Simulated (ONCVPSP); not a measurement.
What one change does to a pseudopotential (zinc, ONCV)

```
Element                 : zinc
Generator               : ONCVPSP 4.0.1
Type                    : optimised norm-conserving Vanderbilt (ONCV)
Functional              : PBEsol
Relativity              : scalar-relativistic
Frozen core             : [Ar]
Valence charge          : 12
Reference configuration : 3d10 4s1 (charge +1)
Partial waves           : 4s: rc 1.70 bohr, ncon 4, nbas 7, qcut 3.9 1/bohr, 2 projectors, debl 0.8 Ha; p scattering state at 0.02 Ha: rc 1.50 bohr, ncon 3, nbas 6, qcut 4.7 1/bohr, 2 projectors, debl 2.4 Ha; 3d: rc 1.20 bohr, ncon 5, nbas 10, qcut 10.6 1/bohr, 2 projectors, debl 0.8 Ha
Local potential         : polynomial inside 1.15 bohr (lpopt 3, dvloc0 4 Ha)
Core correction         : Teter function, fcfact 5, rcfact 1.7
```

All-electron outer shells of the reference configuration (PBEsol, scalar-relativistic, ld1.x):

```
shell  level (eV)  outermost node (bohr)  outermost maximum (bohr)
   3p      -92.94                   0.25                      0.59
   3d      -19.79                      –                      0.57
   4s      -13.99                   0.84                      1.99
```

Change: core correction Teter function, fcfact 5, rcfact 1.6.

Cutoffs: the cutoffs (Ha) at which the residual kinetic energy of the hardest occupied pseudo-wave falls to 1 and 0.1 mHa per electron; they do not see the model core or the augmentation charge, which bear on the density cutoff. Errors are all-electron minus pseudo energies relative to the spin-unpolarised reference configuration.

Task: What does the change do?

Result: The potential gets neither clearly harder nor softer (119 Ha and 255 Ha → 119 Ha and 255 Ha); both files keep a bound ghost (p); of the 4 tests that both files solve, the error grows in 2 and shrinks in 1 by more than 15 % and 0.3 meV (median size 5.6 → 11.6 meV). A model core, the more so a compact one, raises the density cutoff, which this test does not measure.

| quantity | base | changed |
| --- | --- | --- |
| cutoff, loose | 119 Ha | 119 Ha |
| cutoff, tight | 255 Ha | 255 Ha |
| bound ghosts | p | p |
| GHOST(+) flags under 300 eV | s at 69.3 eV | s at 69.3 eV |
| error for 3d10 4s2, meV [ΔE -9.90 eV] | -2.6 | -2.1 |
| error for 3d10 4s0, meV [ΔE 18.35 eV] | +3.0 | +5.3 |
| error for 3d9 4s0, meV [ΔE 58.86 eV] | -8.2 | +18 |
| error for 3d9 4s2, meV [ΔE 8.03 eV] | -189 | -180 |
| s: phases at 1.72 bohr within 0.05 rad from the reference energy up to (Ha; the scan ends near 5) | 2.2 | 2.2 |
| p: phases at 1.52 bohr within 0.05 rad from the reference energy up to (Ha; the scan ends near 5) | to the end of the scan | to the end of the scan |
| d: phases at 1.22 bohr within 0.05 rad from the reference energy up to (Ha; the scan ends near 5) | to the end of the scan | to the end of the scan |
| rms error of d²Exc/dni dnj with the model core, mHa | 1.30 | 0.66 |

 A true bound ghost makes a file unfit for plane-wave use even where its test errors are small: the radial tests pick states by their node count and pass the ghost by.
